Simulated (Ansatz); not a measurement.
Geometry optimisation, RKS PBE0-D4/6-31G* in Ansatz.

Input file:

```yaml
crystal:
  periodic: [false, false, false]
  atoms:
    - { symbol: C, position_ang: [-1.5566, 0.5945, -0.5152] }
    - { symbol: Al, position_ang: [-0.2088, -0.7789, -0.5178] }
    - { symbol: C, position_ang: [1.4137, -0.5107, 0.5024] }
    - { symbol: "N", position_ang: [1.6915, 0.5809, 1.1769] }
    - { symbol: H, position_ang: [-1.1754, 1.5708, -0.9532] }
    - { symbol: H, position_ang: [-1.9596, 0.8306, 0.5081] }
    - { symbol: H, position_ang: [-2.4293, 0.3157, -1.1558] }
    - { symbol: H, position_ang: [-0.385, -2.1056, -1.353] }
    - { symbol: H, position_ang: [2.2117, -1.2693, 0.5616] }
    - { symbol: H, position_ang: [2.481, 0.7208, 1.749] }
basis:
  gaussian: { orbitals: "6-31G*" }
hamiltonian:
  xc: pbe0
  dispersion: d4
relax:
  f_tol: 0.02
  max_steps: 50
```

Run as:

```bash
$ ansatz run input.yaml --threads 1 --pin off --max-ram 2048MiB --backend cpu --events-out ev --progress --plain --runs-dir out
```

**Question.** Where does it end, and by what steps?

**Answer.** The forces met the threshold. The force dipped under the threshold on the way, but the program's further checks kept it going. After 34 steps the energy has fallen by 0.424 eV; H6 moved furthest, 0.85 Å.

```csv
step,energy less start (eV),largest force component (eV/Å),accepted
0,0.0000,3.977,yes
2,-0.3082,1.301,yes
4,-0.4022,0.220,yes
6,-0.4150,0.067,yes
8,-0.4162,0.048,yes
10,-0.4173,0.059,yes
12,-0.4159,0.163,no
14,-0.4187,0.050,yes
16,-0.4194,0.044,yes
18,-0.4202,0.127,yes
20,-0.4220,0.043,yes
22,-0.4216,0.186,no
24,-0.4227,0.008,yes
26,-0.4218,0.109,no
28,-0.4235,0.090,no
30,-0.4239,0.022,yes
32,-0.4238,0.054,no
34,-0.4241,0.013,yes
```

```xyz
10
Properties=species:S:1:pos:R:3
C -1.524 0.650 -0.549
Al -0.145 -0.730 -0.624
C 1.465 -0.517 0.521
N 1.368 0.426 1.386
H -1.558 1.231 -1.481
H -1.321 1.345 0.272
H -2.528 0.228 -0.410
H -0.256 -2.026 -1.558
H 2.372 -1.147 0.472
H 2.211 0.489 1.973
```

Whether the end is a true minimum wasn't checked by a vibrational analysis.

Time of the run: 120 s on 1 thread of Arm Neoverse V1, on a shared host, peak memory 0.14 GiB.
